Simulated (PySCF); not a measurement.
**A survey of ²⁹Si NMR shifts**

- geometry: GFN2-xTB
- PBE0/pcSseg-1 with gauge-including orbitals
- code: PySCF
- relativity neglected, single conformer, rapidly exchanging positions averaged, no solvent

Shieldings were converted by a linear fit to measured shifts: ²⁹Si: δ = 279.94 − 0.822σ (rms 8.9 ppm, 72 shifts, 25.8 ppm with the 6 outliers that the fit left out vs TMS, solution or neat liquid). A few per cent of atoms miss by over 2 rms, more outside the fitted compound classes.

(1) Give the ²⁹Si shifts of `CS[Si@@](N)(C#N)[SiH2]C#N`, `CN[SiH2][Si]([SiH3])([SiH3])O[SiH3]`, `[SiH3]N[Si@@H]([SiH3])C[SiH2]O[SiH3]`, `C#C[SiH2]C[Si@@H](F)Cl`.

(2) Match the shifts -26.3, -47.4, -70.5 ppm to `CO[C@@H]1[C@H]([SiH3])[C@H]1CF`, `CO[Si@H]1C[C@@](C)(F)C1`, `C[SiH2]/C(=C\F)CCO`.

## Answers

(1) 
| compound | environment | δ (ppm) |
| --- | --- | --- |
| [CH3:1][S:2][Si@@:3]([NH2:4])([C:5]#[N:6])[SiH2:7][C:8]#[N:9] | Si3: silicon bonded to C, N, S, Si | -33.4 |
| [CH3:1][S:2][Si@@:3]([NH2:4])([C:5]#[N:6])[SiH2:7][C:8]#[N:9] | Si7: silicon bonded to C, Si, 2 H | -91.7 |
| [CH3:1][NH:2][SiH2:3][Si:4]([SiH3:5])([SiH3:6])[O:7][SiH3:8] | Si4: silicon bonded to O, 3 Si | -9.1 |
| [CH3:1][NH:2][SiH2:3][Si:4]([SiH3:5])([SiH3:6])[O:7][SiH3:8] | Si8: silicon bonded to O, 3 H | -42.2 |
| [CH3:1][NH:2][SiH2:3][Si:4]([SiH3:5])([SiH3:6])[O:7][SiH3:8] | Si3: silicon bonded to N, Si, 2 H | -45.1 |
| [CH3:1][NH:2][SiH2:3][Si:4]([SiH3:5])([SiH3:6])[O:7][SiH3:8] | Si5/6: silicon bonded to Si, 3 H (×2) | -101.3 |
| [SiH3:1][NH:2][Si@@H:3]([SiH3:4])[CH2:5][SiH2:6][O:7][SiH3:8] | Si3: silicon bonded to C, N, Si, H | -27.4 |
| [SiH3:1][NH:2][Si@@H:3]([SiH3:4])[CH2:5][SiH2:6][O:7][SiH3:8] | Si6: silicon bonded to C, O, 2 H | -27.9 |
| [SiH3:1][NH:2][Si@@H:3]([SiH3:4])[CH2:5][SiH2:6][O:7][SiH3:8] | Si8: silicon bonded to O, 3 H | -44.3 |
| [SiH3:1][NH:2][Si@@H:3]([SiH3:4])[CH2:5][SiH2:6][O:7][SiH3:8] | Si1: silicon bonded to N, 3 H | -53.5 |
| [SiH3:1][NH:2][Si@@H:3]([SiH3:4])[CH2:5][SiH2:6][O:7][SiH3:8] | Si4: silicon bonded to Si, 3 H | -105.3 |
| [CH:1]#[C:2][SiH2:3][CH2:4][Si@@H:5]([F:6])[Cl:7] | Si5: silicon bonded to C, Cl, F, H | 6.2 |
| [CH:1]#[C:2][SiH2:3][CH2:4][Si@@H:5]([F:6])[Cl:7] | Si3: silicon bonded to 2 C, 2 H | -65.0 |

(2) -26.3: CO[Si@H]1C[C@@](C)(F)C1 (silicon bonded to 2 C, O, H, in a 4-membered ring); -47.4: C[SiH2]/C(=C\F)CCO (silicon bonded to 2 C, 2 H); -70.5: CO[C@@H]1[C@H]([SiH3])[C@H]1CF (silicon bonded to C, 3 H).
